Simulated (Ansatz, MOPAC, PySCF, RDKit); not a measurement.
Pair of molecules: CH3F (SMILES CF) (first 5 atoms) with C2H6 (SMILES CC); geometry from B3LYP-D3(BJ)/def2-TZVP, rigid monomers moved along the line of their centres of mass till F2···H12 is 3.12 Å.
(charge 0, multiplicity 1):
```xyz
13

C     -0.524     0.491     0.504
F     -0.423    -0.846     0.875
H      0.281     1.049     0.984
H     -0.436     0.560    -0.580
H     -1.491     0.873     0.831
C     -0.565     0.352     4.528
C      0.850    -0.219     4.510
H     -0.940     0.457     5.548
H     -1.255    -0.295     3.983
H     -0.601     1.340     4.064
H      1.551     0.437     5.030
H      1.207    -0.355     3.488
H      0.887    -1.195     4.999
```

Interaction energies are E(AB) − E(A) − E(B) at the monomers' geometry in the complex; basis-set methods are counterpoise corrected.

The state that PM3 reach isn't checked.

Programs: Ansatz (Gaussian orbitals); MOPAC for PM3 (differences of heats of formation); PySCF for the dispersion terms; RDKit for the force fields. Each number belongs to the level named beside it.

One of these levels gives -26.3 meV for the interaction energy. Name it.
(A) PBE-D3(BJ)/def2-TZVPPD
(B) MMFF94
(C) PM3

B, MMFF94. The others give -10.0 (PM3), -48.3 (PBE-D3(BJ)/def2-TZVPPD)

Ansatz is an electronic-structure program.
